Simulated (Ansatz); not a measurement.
Cost and result for the atomization energy of `[F][Al]([O][SiH3])[O][SiH3]` (12 atoms, 11 bonds).

```xyz
12

F     2.456   -0.675    1.161
Al    1.018   -0.278    0.482
O    -0.220    0.246    1.458
Si   -1.412    0.752    2.442
O     0.839   -0.411   -1.166
Si    0.700   -0.556   -2.779
H    -2.525    1.321    1.638
H    -0.898    1.798    3.364
H    -1.925   -0.393    3.239
H    -0.567    0.071   -3.237
H     0.693   -1.994   -3.155
H     1.843    0.118   -3.448
```

Total charge 0; spin multiplicity 1. Geometry: relaxed with PBE0-D4/def2-TZVP. It is one conformer, not always the lowest. Program: Ansatz. All runs use 4 threads of an Intel Xeon Platinum 8259CL on a shared host. Times are those of one run each, without the atoms' runs, and a repeat can differ threefold. Electronic energies, without spin–orbit coupling; frozen cores. CCSD(T)/CBS adds CCSD(T) − MP2 in def2-TZVPP to the MP2 limit, and its time is that of the two runs behind it. T1 = 0.012.

CCSD(T)/CBS is a level of theory with its own doubt, some kJ/mol a heavy atom from the limit and from the frozen cores, so smaller differences don't rank the functionals.

```
                           level  functions  wall time  atomization (kJ/mol)  difference from CCSD(T)/CBS  per bond
              BLYP-D4/def2-TZVPP        303        3 s                4379.7                        -75.9      -6.9
            revPBE-D4/def2-TZVPP        303      3.1 s                4277.6                       -178.0     -16.2
              PBE0-D4/def2-TZVPP        303      5.5 s                4324.2                       -131.4     -11.9
           r2SCANh-D4/def2-TZVPP        303      7.5 s                4393.2                        -62.4      -5.7
               B2PLYP/def2-TZVPP        303      8.5 s                4379.1                        -76.5      -7.0
             PBE-QIDH/def2-TZVPP        303      8.5 s                4355.1                       -100.5      -9.1
                CCSD(T)/def2-SVP        126        9 s                4113.6                       -342.0     -31.1
               B97M-V/def2-TZVPP        303       10 s                4429.7                        -25.9      -2.4
              ωB97X-V/def2-TZVPP        303       12 s                4441.7                        -13.9      -1.3
ωB97M-V/def2-TZVPP (with forces)        303       15 s                4426.1                        -29.5      -2.7
                  MP2/def2-QZVPP        561       36 s                4501.2                         45.6       4.1
              CCSD(T)/def2-TZVPP        303    4.6 min                4327.0                       -128.6     -11.7
               CCSD(T)/CBS(def2)          –    5.2 min                4455.6                          0.0       0.0
```

From PBE to PBE0 (25 % exact exchange), in def2-TZVPP and without D4, the atomization energy moves by −49.7 kJ/mol: exact exchange takes away binding that semilocal exchange gives to molecules. Leaving LDA and LC-ωPBE aside and taking each functional with its dispersion term where it has one, the values, not all of them listed here, spread over 169.0 kJ/mol, from revPBE-D4 to CAM-B3LYP-D4. LDA lies +559.0 kJ/mol from PBE without D4, its usual overbinding. In def2-TZVPP, CCSD(T) changes the Hartree–Fock value by +972.6 kJ/mol (the triples alone add +48.4 kJ/mol) and MP2 by +1067.1 kJ/mol; breaking electron pairs costs correlation energy, which Hartree–Fock lacks.
